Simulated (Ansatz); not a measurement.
Start from `[NH2][Zr]([NH2])([Cl])[Cl]` and change one element to get `[NH2][Ti]([NH2])([Cl])[Cl]`.

Ansatz, PBE0-D4/def2-TZVP geometries, multiplicity 1. Each molecule was computed in one conformer, which needn't be the lowest.

Elements past krypton have def2 core potentials. Scalar relativity is left out up to krypton.

```
                                      property  `[NH2][Zr]([NH2])([Cl])[Cl]`
            LUMO energy (PBE0/def2-TZVPP) / eV                         -1.34
            HOMO energy (PBE0/def2-TZVPP) / eV                         -7.82
size of the dipole moment (PBE/def2-TZVPP) / D                          3.36
           HOMO–LUMO gap (PBE/def2-TZVPP) / eV                          4.25
             HOMO energy (PBE/def2-TZVPP) / eV                         -6.45
           LUMO energy (B3LYP/def2-TZVPP) / eV                         -1.57
```

(1) What does the change do to each property? (Estimate.)

Results:

(1) The calculation gave: 
```csv
property,`[NH2][Ti]([NH2])([Cl])[Cl]`,shift
LUMO energy (PBE0/def2-TZVPP) / eV,-2.31,-0.97
HOMO energy (PBE0/def2-TZVPP) / eV,-7.91,-0.09
size of the dipole moment (PBE/def2-TZVPP) / D,3.41,0.05
HOMO–LUMO gap (PBE/def2-TZVPP) / eV,3.28,-0.97
HOMO energy (PBE/def2-TZVPP) / eV,-6.54,-0.09
LUMO energy (B3LYP/def2-TZVPP) / eV,-2.57,-1.00
```

With PBE0 the HOMO falls by 0.09 eV and the LUMO falls by 0.97 eV, so the gap narrows by about 0.88 eV. PBE moves the HOMO by -0.09 eV and ωB97M-V by -0.06 eV. Dipoles are sizes alone; their direction can turn.

B3LYP here is the variant with VWN-RPA as its local correlation; programs differ in this.
